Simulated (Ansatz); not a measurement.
Process, species as SMILES: [GeH3] (GeH3) → Ge atom + 3 H atom
B3LYP-D3(BJ)/def2-TZVP geometries, fixed; electronic energies without zero-point terms.

Basis-set convergence of the atomisation energy at PBE0 with Ansatz (a first-principles code). Cartesian d functions, on some or all atoms, in 3-21G, 6-31G, 6-31G*; all else is spherical. The program fits the integrals of some runs and decomposes those of others, by size. Open shells are unrestricted. No added dispersion term, no relativity. Functions are those of the species that has most. Reference: the value in aug-cc-pV5Z, 201.77 kcal/mol, itself unsure by roughly 0.22 kcal/mol (its mean distance from pcseg-4, aug-pcseg-3, aug-cc-pVQZ). Deviations are taken from unrounded values.

| basis | functions | atomisation energy (kcal/mol) | minus reference (kcal/mol) |
|---|---|---|---|
| pcseg-0 | 28 | 190.63 | -11.14 |
| 3-21G | 29 | 202.69 | 0.91 |
| 6-31G | 35 | 195.44 | -6.33 |
| def2-SV(P) | 38 | 198.39 | -3.38 |
| 6-31G* | 41 | 198.66 | -3.11 |
| pcseg-1 | 42 | 200.48 | -1.29 |
| 6-311G** | 62 | 201.05 | -0.73 |
| aug-pcseg-1 | 63 | 200.61 | -1.16 |
| def2-TZVP | 66 | 201.71 | -0.06 |
| def2-TZVPD | 81 | 201.86 | 0.09 |
| pcseg-2 | 85 | 201.22 | -0.55 |
| def2-TZVPP | 90 | 202.20 | 0.42 |
| def2-TZVPPD | 105 | 202.26 | 0.49 |
| aug-cc-pVTZ | 128 | 201.31 | -0.46 |
| pcseg-3 | 167 | 201.45 | -0.32 |
| def2-QZVPP | 179 | 201.77 | 0.00 |
| aug-cc-pVQZ | 231 | 201.92 | 0.15 |
| cc-pV5Z | 269 | 201.73 | -0.04 |
